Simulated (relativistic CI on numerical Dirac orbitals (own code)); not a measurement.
Sensitivity of the levels of Yb+ to α and to the nuclear radius

Method of calculation: Dirac-Coulomb-Breit CI, separate exchange-only KLI orbitals for each configuration, valence Slater integrals scaled by 0.85, P86 correlation energy added to each configuration, derivatives by finite differences, QED left out (own radial code, finite nucleus).

Configuration list (outside the closed core [Xe]): 4f14.6s, 4f13.6s2, 4f14.5d, 4f13.6s.5d, 4f14.6p, 4f13.6s.6p. Double excitations out of closed p, d and f shells are left out; levels of such configurations are missing from the list, as are those of other unlisted configurations, and high levels can miss mixing partners.

With x = (α/α₀)² − 1 an excitation energy changes as ω = ω₀ + qx; K = 2q/ω₀ is the relative enhancement. Terms are leading LS components, so labels can repeat. The field-shift factor is F = δν/δ⟨r²⟩ for the transition from the lowest level.

Lowest level 4f13.6s2 2F°_7/2.

```
              Level  ω₀ (cm⁻¹)  q (cm⁻¹)  F (GHz/fm²)
 4f13.6s.5d 4P°_5/2      759.8     15370        -21.1
     4f14.6s 2S_1/2      889.1     56420          -39
 4f13.6s.5d 4P°_3/2     3597.3     16370        -21.5
 4f13.6s.5d 2H°_9/2     4129.2     15240        -21.1
4f13.6s.5d 4H°_11/2     4274.4     15530        -20.9
4f13.6s.5d 4H°_13/2     4683.3     16070        -20.5
 4f13.6s.5d 4D°_7/2     5720.0     15330        -20.8
 4f13.6s.5d 4D°_5/2     6123.6     15600        -20.8
 4f13.6s.5d 2D°_3/2     6592.2     16170        -20.7
 4f13.6s.5d 4F°_9/2     7029.5     15510        -20.7
 4f13.6s.5d 4P°_1/2     7520.2     19170        -21.2
 4f13.6s.5d 4G°_7/2     7600.6     15620        -20.9
 4f13.6s.5d 2F°_5/2     8453.0     15850        -20.6
 4f13.6s.5d 2G°_7/2     8553.5     16220        -20.5
 4f13.6s.5d 2G°_9/2     8582.9     16080        -20.5
4f13.6s.5d 4G°_11/2     8770.5     16010        -20.4
   4f13.6s2 2F°_5/2    10100.0      9144        0.216
 4f13.6s.5d 2P°_3/2    10126.5     20320        -22.5
4f13.6s.5d 2H°_11/2    12292.1     17520        -23.3
 4f13.6s.5d 4P°_1/2    13248.2     25070        -20.9
 4f13.6s.5d 4H°_7/2    13794.7     23840        -20.6
 4f13.6s.5d 2D°_5/2    14137.6     17590        -23.1
 4f13.6s.5d 4H°_9/2    14666.4     24310        -20.5
```

Correlation outside the listed configurations is missing or only estimated: errors of thousands of cm⁻¹ between configurations and terms are usual at this charge. Rates and lifetimes follow the computed energies and can be off by large factors. The fine structure of a lone outer electron comes out too small, for d and f at times inverted, and misplaced configurations move strength between like terms. The computed lowest level isn't the tabulated ground level, which NIST ASD gives as 4f14 6s 2S1/2.

(1) Which transition from the lowest level has the largest |K|?

Results:

(1) 4f14.6s 2S_1/2 at 889.1 cm⁻¹, K = 127.
